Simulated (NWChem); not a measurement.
The numbers come from NWChem runs, not from measurements. System: fluoroethane (C2H5F), charge 0, spin multiplicity 1, at a geometry optimised with B3LYP/def2-SVP. Level: B3LYP/def2-TZVP, VWN1-RPA local correlation.

NWChem printed:

```
             Northwest Computational Chemistry Package (NWChem) 7.3.0
             --------------------------------------------------------

                                NWChem Input Module
                                -------------------

 Scaling coordinates for geometry "geometry" by  1.889725989
 (inverse scale =  0.529177249)

 Turning off AUTOSYM since
 SYMMETRY directive was detected!

                             Geometry "geometry" -> ""
                             -------------------------

 Output coordinates in angstroms (scale by  1.889725989 to convert to a.u.)

  No.       Tag          Charge          X              Y              Z
 ---- ---------------- ---------- -------------- -------------- --------------
    1 C                    6.0000    -1.18325300     0.26809300     0.00000000
    2 C                    6.0000     0.31955000     0.45192700     0.00000000
    3 F                    9.0000     0.95347800    -0.77849600     0.00000000
    4 H                    1.0000    -1.69043200     1.24643300     0.00000000
    5 H                    1.0000    -1.50727200    -0.29009300    -0.89221500
    6 H                    1.0000    -1.50727200    -0.29009300     0.89221500
    7 H                    1.0000     0.65294700     1.01004700     0.89367300
    8 H                    1.0000     0.65294700     1.01004700    -0.89367300

 Effective nuclear repulsion energy (a.u.)      79.0439817098

            Nuclear Dipole moment (a.u.)
            ----------------------------
        X                 Y               Z
 ---------------- ---------------- ----------------
     0.0000037795    -0.0000056692     0.0000000000

      Symmetry information
      --------------------

 Group name             Cs
 Group number              2
 Group order               2
 No. of unique centers     6

      Symmetry unique atoms

     1    2    3    4    5    7


 Summary of "ao basis" -> "" (spherical)
 ------------------------------------------------------------------------------
       Tag                 Description            Shells   Functions and Types
 ---------------- ------------------------------  ------  ---------------------
 *                         def2-tzvp                  on all atoms

                                 NWChem DFT Module
                                 -----------------

 Summary of "ao basis" -> "ao basis" (spherical)
 ------------------------------------------------------------------------------
       Tag                 Description            Shells   Functions and Types
 ---------------- ------------------------------  ------  ---------------------
 C                         def2-tzvp                11       31   5s3p2d1f
 F                         def2-tzvp                11       31   5s3p2d1f
 H                         def2-tzvp                 4        6   3s1p

 Summary of "ao basis" -> "ao basis" (spherical)
 ------------------------------------------------------------------------------
       Tag                 Description            Shells   Functions and Types
 ---------------- ------------------------------  ------  ---------------------
 C                         def2-tzvp                11       31   5s3p2d1f
 F                         def2-tzvp                11       31   5s3p2d1f
 H                         def2-tzvp                 4        6   3s1p

      Symmetry analysis of basis
      --------------------------

        a'         80
        a"         43

            General Information
            -------------------
          SCF calculation type: DFT
          Wavefunction type:  closed shell.
          No. of atoms     :     8
          No. of electrons :    26
           Alpha electrons :    13
            Beta electrons :    13
          Charge           :     0
          Spin multiplicity:     1
          Use of symmetry is: on ; symmetry adaption is: on
          Maximum number of iterations: 100
          AO basis - number of functions:   123
                     number of shells:    53
          Convergence on energy requested:  1.00D-06
          Convergence on density requested:  1.00D-05
          Convergence on gradient requested:  5.00D-04

              XC Information
[...]
      Symmetry analysis of molecular orbitals - initial
      -------------------------------------------------

  Numbering of irreducible representations:

     1 a'          2 a"

  Orbital symmetries:

     1 a'          2 a'          3 a'          4 a'          5 a'
     6 a'          7 a'          8 a"          9 a'         10 a"
    11 a'         12 a'         13 a"         14 a'         15 a'
    16 a'         17 a"         18 a'         19 a"         20 a'
    21 a'         22 a'         23 a"

------------------------------------------------------------
EAF file 0: "./mol.aoints.0" size=524288 bytes
------------------------------------------------------------
               write      read    awrite     aread      wait
               -----      ----    ------     -----      ----
     calls:        1         0         0         0         0
   data(b): 5.24e+05  0.00e+00  0.00e+00  0.00e+00
   time(s): 0.00e+00  0.00e+00  0.00e+00  0.00e+00  0.00e+00
rate(mb/s): 0.00e+00  0.00e+00
------------------------------------------------------------

   convergence    iter        energy       DeltaE   RMS-Dens  Diis-err    time
 ---------------- ----- ----------------- --------- --------- ---------  ------
 d= 0,ls=0.0,diis     1   -179.0816049169 -2.58D+02  2.29D-02  6.90D-01     3.9
 d= 0,ls=0.0,diis     2   -179.0794540803  2.15D-03  3.51D-03  7.69D-01     4.6
 d= 0,ls=0.0,diis     3   -179.1368975622 -5.74D-02  9.04D-04  7.78D-02     5.3
 d= 0,ls=0.0,diis     4   -179.1419313293 -5.03D-03  2.40D-04  2.85D-03     6.1
 d= 0,ls=0.0,diis     5   -179.1421857209 -2.54D-04  7.10D-05  2.03D-04     6.8
  Resetting Diis
 d= 0,ls=0.0,diis     6   -179.1422079973 -2.23D-05  5.92D-06  1.45D-06     7.5
 d= 0,ls=0.0,diis     7   -179.1422081496 -1.52D-07  3.27D-06  1.44D-07     8.2

         Total DFT energy =     -179.142208149550
      One electron energy =     -401.676273214632
           Coulomb energy =      166.683424577687
    Exchange-Corr. energy =      -23.193341222379
 Nuclear repulsion energy =       79.043981709773

 Numeric. integr. density =       26.000005658055

     Total iterative time =      7.4s

                  Occupations of the irreducible representations
                  ----------------------------------------------

                     irrep           alpha         beta
                     --------     --------     --------
                     a'               10.0         10.0
                     a"                3.0          3.0

                       DFT Final Molecular Orbital Analysis
                       ------------------------------------

 Vector   11  Occ=2.000000D+00  E=-3.980013D-01  Symmetry=a'
              MO Center= -1.1D+00,  3.8D-01, -1.0D-14, r^2= 2.0D+00
   Bfn.  Coefficient  Atom+Function         Bfn.  Coefficient  Atom+Function
  ----- ------------  ---------------      ----- ------------  ---------------
     7      0.307254  1 C  py                95      0.233005  4 H  s
    10      0.213929  1 C  py                94      0.157564  4 H  s
    68     -0.131947  3 F  px               101     -0.128191  5 H  s
   107     -0.128191  6 H  s                 96      0.109853  4 H  s
    13      0.109179  1 C  py                71     -0.105821  3 F  px

 Vector   12  Occ=2.000000D+00  E=-3.440163D-01  Symmetry=a'
              MO Center=  2.5D-01, -9.8D-02,  1.8D-14, r^2= 2.0D+00
   Bfn.  Coefficient  Atom+Function         Bfn.  Coefficient  Atom+Function
  ----- ------------  ---------------      ----- ------------  ---------------
    68      0.333811  3 F  px                71      0.265364  3 F  px
     6      0.227683  1 C  px                37     -0.207019  2 C  px
    74      0.204415  3 F  px                 9      0.185233  1 C  px
    69      0.158829  3 F  py                40     -0.145902  2 C  px
    72      0.125202  3 F  py                 5      0.106163  1 C  s

 Vector   13  Occ=2.000000D+00  E=-3.353700D-01  Symmetry=a"
              MO Center=  3.6D-01,  1.1D-01, -1.7D-14, r^2= 2.2D+00
   Bfn.  Coefficient  Atom+Function         Bfn.  Coefficient  Atom+Function
  ----- ------------  ---------------      ----- ------------  ---------------
    70      0.322431  3 F  pz                73      0.256068  3 F  pz
    39     -0.227480  2 C  pz                76      0.197879  3 F  pz
   113     -0.196819  7 H  s                119      0.196819  8 H  s
    42     -0.155227  2 C  pz               114     -0.143980  7 H  s
   120      0.143980  8 H  s                  8      0.125767  1 C  pz

 Vector   14  Occ=0.000000D+00  E= 3.797669D-02  Symmetry=a'
              MO Center= -7.2D-01,  7.6D-01,  1.4D-15, r^2= 6.2D+00
   Bfn.  Coefficient  Atom+Function         Bfn.  Coefficient  Atom+Function
  ----- ------------  ---------------      ----- ------------  ---------------
     5      3.488903  1 C  s                 96     -1.528098  4 H  s
   102     -1.370065  5 H  s                108     -1.370065  6 H  s
    36      1.326733  2 C  s                114     -1.274415  7 H  s
   120     -1.274415  8 H  s                 44      0.669797  2 C  py
    43      0.449857  2 C  px                12     -0.417781  1 C  px

 Vector   15  Occ=0.000000D+00  E= 7.126239D-02  Symmetry=a'
              MO Center= -2.9D-01,  3.7D-01,  9.5D-15, r^2= 6.9D+00
   Bfn.  Coefficient  Atom+Function         Bfn.  Coefficient  Atom+Function
  ----- ------------  ---------------      ----- ------------  ---------------
     5      5.137048  1 C  s                 36     -4.503547  2 C  s
   114      1.448635  7 H  s                120      1.448635  8 H  s
   102     -1.365354  5 H  s                108     -1.365354  6 H  s
    43      1.216643  2 C  px                12      0.980777  1 C  px
    96     -0.763931  4 H  s                 44     -0.705966  2 C  py

 Vector   16  Occ=0.000000D+00  E= 9.043557D-02  Symmetry=a"
              MO Center= -1.2D-01,  6.1D-01, -1.0D-13, r^2= 6.3D+00
   Bfn.  Coefficient  Atom+Function         Bfn.  Coefficient  Atom+Function
  ----- ------------  ---------------      ----- ------------  ---------------
   114      1.774756  7 H  s                120     -1.774756  8 H  s
   102     -1.247953  5 H  s                108      1.247953  6 H  s
    45     -1.061262  2 C  pz                14     -0.502863  1 C  pz
    39     -0.224568  2 C  pz               101      0.204869  5 H  s
   107     -0.204869  6 H  s                113     -0.204462  7 H  s

 center of mass
 --------------
 x =   0.17011717 y =  -0.13542594 z =   0.00000000

 moments of inertia (a.u.)
 ------------------
          77.087905689882          56.346843213209           0.000000000000
          56.346843213209         165.846848120795           0.000000000000
           0.000000000000           0.000000000000         219.977416142115

     Multipole analysis of the density
     ---------------------------------

     L   x y z        total         alpha         beta         nuclear
     -   - - -        -----         -----         ----         -------
     0   0 0 0     -0.000000    -13.000000    -13.000000     26.000000

     1   1 0 0     -0.405600     -0.202802     -0.202802      0.000004
     1   0 1 0      0.609039      0.304522      0.304522     -0.000006
     1   0 0 1     -0.000000     -0.000000     -0.000000      0.000000

     2   2 0 0    -14.810009    -52.845476    -52.845476     90.880942
     2   1 1 0      0.929570     14.089928     14.089928    -27.250287
     2   1 0 1      0.000000      0.000000      0.000000      0.000000
     2   0 2 0    -14.460836    -26.645345    -26.645345     38.829855
     2   0 1 1     -0.000000     -0.000000     -0.000000      0.000000
     2   0 0 2    -13.692324    -12.540935    -12.540935     11.389546

 Task  times  cpu:        8.2s     wall:        8.2s

 Total times  cpu:        8.2s     wall:        8.2s
```

Q: Write an NWChem input that would produce this output.

A: This is not unique; one that fits is 
```
start mol
memory heap 200 mb stack 900 mb global 1100 mb
geometry units angstroms nocenter noautoz
  C     -1.183253     0.268093     0.000000
  C      0.319550     0.451927     0.000000
  F      0.953478    -0.778496     0.000000
  H     -1.690432     1.246433     0.000000
  H     -1.507272    -0.290093    -0.892215
  H     -1.507272    -0.290093     0.892215
  H      0.652947     1.010047     0.893673
  H      0.652947     1.010047    -0.893673
  symmetry group Cs
end
basis spherical
  * library def2-tzvp
end
dft
  xc b3lyp
  semidirect memsize 60000000 filesize 0
  iterations 100
end
task dft energy
```
